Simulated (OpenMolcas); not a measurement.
## Lines of Sc III: computed and rescaled rates

| Quantity | Value |
| --- | --- |
| Program | OpenMolcas |
| Method | SS-CASPT2, IPEA 0.25 Eh, imaginary shift 0.1 Eh (closed shells correlated: 3s 3p) |
| Basis | ANO-RCC-VTZP [6s5p3d2f1g] |
| Scalar Hamiltonian | DKH2, point nucleus |
| Active space | 1 electron in 6 orbitals (3d 4s) |
| State averaging | 2S+1 = 2 even, 6 roots |
| Spin-orbit coupling | RASSI with atomic mean-field integrals over the reference wave functions, term energies averaged over their components |

Rates come from the transition moments of the reference wave functions (E1 and E2 in the length form). At fixed line strength A goes as λ^-3 for E1 and M1 and as λ^-5 for E2, so a rate at the computed wavelength can be rescaled to the measured one. Measured vacuum wavelengths follow from level energies in Sugar and Corliss, J. Phys. Chem. Ref. Data 9, 473 (1980). Branching counts decays inside the model space alone, at computed energies, and the table is only a selection of the E2 and M1 lines, drawn from those between levels with measured partners whose computed energy lies within a factor of 1.5 of the measured one.

```json
{"Upper": "3d ²D_5/2", "Lower": "3d ²D_3/2", "Type": "M1", "λ computed (nm)": "51310", "λ measured (nm)": "50600", "A computed (s-1)": "8.03e-05", "A rescaled (s-1)": "8.37e-05", "Branching %": "100.0"}
{"Upper": "4s ²S_1/2", "Lower": "3d ²D_5/2", "Type": "E2", "λ computed (nm)": "403.4", "λ measured (nm)": "394.6", "A computed (s-1)": "1.14e+01", "A rescaled (s-1)": "1.27e+01", "Branching %": "59.1"}
{"Upper": "4s ²S_1/2", "Lower": "3d ²D_3/2", "Type": "E2", "λ computed (nm)": "400.3", "λ measured (nm)": "391.6", "A computed (s-1)": "7.94e+00", "A rescaled (s-1)": "8.86e+00", "Branching %": "40.9"}
```

The largest correction is for 4s ²S_1/2 → 3d ²D_5/2 (E2): 1.14e+01 × (403.4 / 394.6)^5 = 1.27e+01 s-1, a factor of 1.12.

The computed rate and branching of 3d ²D_5/2 → 3d ²D_3/2 give the upper level a radiative lifetime of 1.000 / 8.03e-05 s-1 = 1.25e+04 s, counting decays inside the model space alone. The rescaled rate gives about 1.2e+04 s.

These are rates of the free ion; in crystals, glasses and complexes forced electric-dipole and non-radiative decay shorten such lifetimes by orders of magnitude. No measured rate stands beside these. Rescaling mends the energy factor alone: line strengths can still be far off where a level mixes with configurations outside the active space, and weak or spin-changing lines hang on small mixing coefficients that depend on the term gaps too, so rescaling need not improve them.

CASPT2 breaks the degeneracy within a term, and the mean is taken; among the terms shown or strongly mixed into the levels shown the widest spread is 85 cm-1 (3d ²D). With one active electron, CASPT2 adds the correlation within the correlated inactive shells and between them and that electron, and leaves the splitting within a term as the reference gives it. Measured partners are found by configuration, term and J. A level has none where our copy of the source lacks it or the pairing is in doubt (some pairs that miss far off the trend of their configuration count as doubtful). Only configurations of the active space appear.
